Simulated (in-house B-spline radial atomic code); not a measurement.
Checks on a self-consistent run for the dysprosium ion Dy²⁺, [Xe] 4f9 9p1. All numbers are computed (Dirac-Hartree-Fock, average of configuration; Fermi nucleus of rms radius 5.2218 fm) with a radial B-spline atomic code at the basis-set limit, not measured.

| orbital | q | ε (Eh) | <1/r> | <r²> | small-component weight |
| --- | --- | --- | --- | --- | --- |
| 1s1/2 | 2 | -1989.59427 | 74.5525 | 0.000609294 | 0.060737 |
| 2s1/2 | 2 | -336.73544 | 17.877 | 0.00944799 | 0.013517 |
| 2p1/2 | 2 | -319.52203 | 17.8102 | 0.00686319 | 0.013523 |
| 2p3/2 | 4 | -290.04029 | 15.6093 | 0.0080839 | 0.012485 |
| 3s1/2 | 2 | -77.80280 | 6.54761 | 0.0623752 | 0.0043413 |
| 3p1/2 | 2 | -70.29852 | 6.45015 | 0.0580854 | 0.0042682 |
| 3p3/2 | 4 | -64.05964 | 5.8944 | 0.0649147 | 0.0039827 |
| 3d3/2 | 4 | -51.33791 | 5.75883 | 0.0516047 | 0.0038401 |
| 3d5/2 | 6 | -49.99215 | 5.62148 | 0.0535092 | 0.0037571 |
| 4s1/2 | 2 | -17.23688 | 2.71284 | 0.316576 | 0.001358 |
| 4p1/2 | 2 | -14.21214 | 2.60282 | 0.332889 | 0.0012781 |
| 4p3/2 | 4 | -12.80233 | 2.42339 | 0.368763 | 0.0011843 |
| 4d3/2 | 4 | -7.77922 | 2.19743 | 0.42219 | 0.0010064 |
| 4d5/2 | 6 | -7.51864 | 2.1506 | 0.437016 | 0.00097797 |
| 5s1/2 | 2 | -3.21790 | 1.01792 | 1.88743 | 0.00027168 |
| 5p1/2 | 2 | -2.27507 | 0.912262 | 2.31819 | 0.00022392 |
| 5p3/2 | 4 | -2.07498 | 0.851024 | 2.60207 | 0.00019984 |
| 4f5/2 | 3.8571 | -1.63526 | 1.65177 | 0.769399 | 0.00061585 |
| 4f7/2 | 5.1429 | -1.59913 | 1.63196 | 0.791086 | 0.00060416 |
| 9p1/2 | 0.33333 | -0.12751 | 0.0782559 | 338.192 | 4.8867e-06 |
| 9p3/2 | 0.66667 | -0.12523 | 0.0766356 | 350.846 | 4.7211e-06 |

Electron-electron repulsion V_ee = 4426.4061 hartree.

(1) What total energy follows from the eigenvalues?

(2) Does the Dirac virial theorem hold?

(3) What diamagnetic shielding (Lamb formula) and susceptibility (Langevin formula) do the radii give?

Results:

(1) The eigenvalues count the repulsion twice, so E = Σqε - V_ee = -7733.890 - 4426.406 = -12160.296 hartree; the run printed -12160.296.

(2) For a point nucleus E = -2c²Σq·w, with w the small-component weight. Here Σq·w = 0.32373 and c = 137.0360, so the ratio E/(-2c²Σq·w) is 1.000155; the finite nucleus accounts for the departure from 1.

(3) σ = (α²/3)Σq<1/r> = 453.378/(3·137.036²) = 8047.7 ppm, and χ = -0.79199×10⁻⁶·Σq<r²> = -301.5×10⁻⁶ cm³/mol with Σq<r²> = 380.66 bohr². Both are non-relativistic formulas without the paramagnetism of open shells; for so heavy an element the full relativistic shielding is larger by tens of per cent.
